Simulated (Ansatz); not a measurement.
Reaction (ligand exchange at a Ge–F bond): `[OH][Ge]([OH])([F])[Cl]` + HCl → `[OH][Ge]([OH])([Cl])[Cl]` + H–F

Isolated molecules relaxed with PBE0-D4/def2-TZVP in Ansatz; ΔE leaves out vibrations. CCSD(T)/CBS adds triple-zeta CCSD(T) − MP2 to the extrapolated MP2 energy (def2 sets, frozen cores). This one scheme is used for every species. Functionals use def2-TZVPP. B3LYP here is the variant with VWN-RPA as its local correlation; programs differ in this. For Ge outer-core shells are correlated without core-valence functions, which leaves a few kJ/mol of doubt a bond. Scalar relativity is left out up to krypton. Each species was taken in one conformer, which may not be the lowest.

| level | ΔE (kcal/mol) | difference from CCSD(T)/CBS |
| --- | --- | --- |
| r2SCAN-D4 | -0.7 | 1.2 |
| PBE0-D4 | -2.7 | -0.8 |
| B3LYP-D4 | -1.2 | 0.7 |
| ωB97X-V | -0.1 | 1.8 |
| ωB97M-V | -0.9 | 1.0 |
| B2PLYP | -0.1 | 1.8 |
| PBE | -1.4 | 0.5 |
| PBE0 | -1.8 | 0.1 |
| B3LYP | 0.4 | 2.3 |
| HF/def2-TZVPP | 1.5 | 3.4 |
| MP2/def2-TZVPP | -2.1 | -0.2 |
| SCS-MP2/def2-TZVPP | -0.6 | 1.3 |
| CCSD(T)/def2-TZVPP | -0.6 | 1.3 |
| HF/def2-QZVPP | 1.9 | 3.8 |
| MP2/def2-QZVPP | -2.7 | -0.8 |
| MP2/CBS(def2) | -3.4 | -1.5 |
| CCSD(T)/CBS | -1.9 | 0 |

Largest T1 diagnostic among the species: 0.011.

The D4 term adds −1.6 kcal/mol with B3LYP and −0.8 kcal/mol with PBE0; it sums over pairs of atoms, weighted by their polarisabilities, and B3LYP, whose exchange is more repulsive, gets the larger term. In def2-TZVPP, CCSD(T) changes the Hartree–Fock value by −2.1 kcal/mol (the triples alone add −0.5 kcal/mol) and MP2 by −3.5 kcal/mol.
